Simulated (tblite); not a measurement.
Start geometry of `C1SC[SiH2][C@@H]1SC(F)(F)F` from a force field or distance geometry (Å):
```
atom  x, y, z in Å
F1     2.5730   -1.3529   -1.0623
C2     2.8291   -0.1440   -0.5122
F3     3.0861   -0.3591    0.8149
F4     3.9727    0.3221   -1.0706
S5     1.4771    0.9930   -0.7372
C6     0.2600    0.2420    0.3919
C7    -0.1882   -1.1581   -0.0230
S8    -1.7181   -1.5278    0.9110
C9    -2.6100    0.0359    0.5804
Si10  -1.2896    1.3373    0.4236
H11    0.6833    0.2275    1.4048
H12    0.5580   -1.9201    0.2323
H13   -0.4160   -1.2372   -1.0802
H14   -3.1804   -0.0700   -0.3505
H15   -3.3109    0.2524    1.4016
H16   -1.4785    2.1060   -0.8305
H17   -1.2549    2.2650    1.5887
```

Question: What comes out of this run: GFN2-xTB geometry optimisation, gas phase (tblite 0.8.0)?

Answer: 
```
atom  x, y, z in Å
F1     2.702   -1.411   -0.936
C2     2.863   -0.150   -0.520
F3     3.133   -0.212    0.787
F4     3.934    0.338   -1.133
S5     1.408    0.895   -0.869
C6     0.242    0.238    0.372
C7    -0.250   -1.152    0.016
S8    -1.740   -1.490    1.003
C9    -2.620    0.038    0.525
Si10  -1.290    1.405    0.475
H11    0.775    0.222    1.323
H12    0.465   -1.940    0.251
H13   -0.517   -1.213   -1.040
H14   -3.107   -0.135   -0.433
H15   -3.391    0.199    1.272
H16   -1.399    2.218   -0.732
H17   -1.217    2.163    1.720
```

The energy falls by 0.166 eV over 89 L-BFGS steps, the largest force on an atom goes from 1.80 to 0.009 eV/Å, and the atoms move by 0.124 Å rms after alignment. The bond that changes most is C9–Si10 (sp3 carbon bound to sulfur to SiH2 silicon), which lengthens by 0.047 Å. Bonds longer at the end by more than 0.005 Å: 4 of 17; shorter: 11. Among the angles that change most is H16–Si10–H17, from 110.0° to 114.8°. Among the dihedrals that turn most is S8–C9–Si10–H17, from -108° to -95°. Rotational constants go from 1739, 479.7, 414.1 to 1729, 470.5, 408.2 MHz. The orientation of the end geometry is arbitrary; only internal coordinates are fixed.

Its GFN2-xTB frequencies are all real (lowest 18 cm⁻¹). The numbers are those of one conformer.

The numbers are calculated, not measured.
